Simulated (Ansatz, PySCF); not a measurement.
silacyclobutane (C3H8Si), SMILES C1C[SiH2]C1. Atoms are numbered in the order given.

```xyz
12

C      1.3504    -0.1842     0.0000
C      0.4129     0.1493    -1.2047
Si    -1.0466    -0.0642     0.0000
C      0.4129     0.1493     1.2047
H      2.3109     0.3583     0.0000
H      1.5893    -1.2605     0.0000
H      0.5192     1.2023    -1.5138
H      0.5218    -0.4844    -2.0965
H     -1.6313    -1.4389    -0.0001
H     -2.1659     0.9264     0.0000
H      0.5192     1.2023     1.5137
H      0.5218    -0.4844     2.0965
```
Charge 0, spin multiplicity 1.

Geometry: B3LYP-D3(BJ)/def2-SVP.

Two levels are set side by side: PBE-D3(BJ)/def2-SVP (Ansatz, a program for electronic structure) and B3LYP-D3(BJ)/def2-SVP (Ansatz). Each level has its own optimised geometry; the coordinates shown are those of the second. Frequencies come from the Hessian of PySCF at each geometry. Differences are taken from unrounded values.

| quantity | B3LYP-D3(BJ) | PBE-D3(BJ) | PBE-D3(BJ) minus B3LYP-D3(BJ) |
|---|---|---|---|
| mean bond length (Å) | 1.378 | 1.385 | 0.007 |
| bond C1–C2 (Å) | 1.563 | 1.562 | 0.000 |
| bond C1–C4 (Å) | 1.563 | 1.562 | 0.000 |
| bond C2–Si3 (Å) | 1.905 | 1.911 | 0.006 |
| bond Si3–C4 (Å) | 1.905 | 1.911 | 0.006 |
| bond C1–H5 (Å) | 1.103 | 1.112 | 0.009 |
| bond C1–H6 (Å) | 1.102 | 1.111 | 0.008 |
| bond C2–H7 (Å) | 1.103 | 1.110 | 0.008 |
| bond C2–H8 (Å) | 1.099 | 1.107 | 0.007 |
| bond Si3–H9 (Å) | 1.494 | 1.507 | 0.013 |
| bond Si3–H10 (Å) | 1.495 | 1.509 | 0.014 |
| bond C4–H11 (Å) | 1.103 | 1.110 | 0.008 |
| bond C4–H12 (Å) | 1.099 | 1.107 | 0.007 |
| highest harmonic wavenumber (cm⁻¹) | 3126 | 3075 | -51 |
| mean harmonic wavenumber (cm⁻¹) | 1440 | 1402 | -37 |
| zero-point energy (kcal/mol) | 61.75 | 60.14 | -1.61 |

Exact exchange shortens and stiffens bonds; PBE has none. Differences between two approximate levels are no errors against the true value.
